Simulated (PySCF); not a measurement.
## Computed properties of CH8FNOSi2, SMILES O[SiH2]N[SiH2]CF

CH₈FNOSi₂, SMILES O[SiH2]N[SiH2]CF. The structure is a stationary point at B3LYP-D3(BJ)/def2-SVP. The structure was generated by enumeration, and PubChem lists no compound with its InChIKey, so it may never have been made. One conformer was computed; it need not be the lowest. All values are computed for the isolated molecule unless a solvent is named; none is compared with measurement here.

**Structure.** All 36 harmonic modes at B3LYP-D3(BJ)/def2-SVP (PySCF) are real, so it is a minimum. With heavy atoms numbered as in [OH:1][SiH2:2][NH:3][SiH2:4][CH2:5][F:6], the shortest bond between them is C5–F6 at 1.401 Å and the longest Si4–C5 at 1.903 Å.

**Vibrations.** The strongest infrared lines (harmonic, unscaled, degenerate partners summed) lie at 904 cm⁻¹ (407 km/mol, H 78 %, Si 13 %), 1206 cm⁻¹ (306 km/mol, H 65 %, N 31 %), 968 cm⁻¹ (233 km/mol, H 83 %, Si 15 %). The softest mode is at 31 cm⁻¹ and the zero-point energy is 59.8 kcal/mol.

**Electronic structure.** CAM-B3LYP/def2-TZVP (PySCF) places the frontier levels at -9.10 and 1.07 eV, a gap of 10.17 eV, and gives a dipole moment of 2.23 D and a mean polarisability of 72.7 bohr³. PBE/def2-TZVP (PySCF) at the same geometry gives -6.33 and -0.76 eV, so its gap is 4.60 eV narrower. An orbital gap is neither the optical nor the fundamental gap.

**Excitations.** TDDFT-B3LYP/def2-SVPD (PySCF) has S1 at 6.22 eV (199 nm, f = 0.026, weak); the most intense of the 10 singlets computed lies at 7.05 eV (f = 0.08). T1 (TDA) is at 5.93 eV. TDDFT-PBE/def2-SVPD (PySCF) puts S1 at 5.61 eV. No vertical singlet excitation falls in the visible range (under 3.1 eV).

**NMR.** GIAO shifts at HF/pcSseg-1 (PySCF) (non-relativistic, atoms alike by connectivity averaged): ¹³C at 74.8 ppm against TMS; ¹H from 1.4 to 4.6 ppm against TMS; ²⁹Si from -35.3 to -34.8 ppm against TMS; ¹⁹F at -263.5 ppm against CFCl3.

**Solvation.** SMD-M06-2X/def2-SVP (PySCF) gives -3.8 kcal/mol in water, -5.7 kcal/mol in acetonitrile, -4.7 kcal/mol in cyclohexanone (1 M in both phases, gas-phase geometry); of these solvents acetonitrile holds the molecule best.
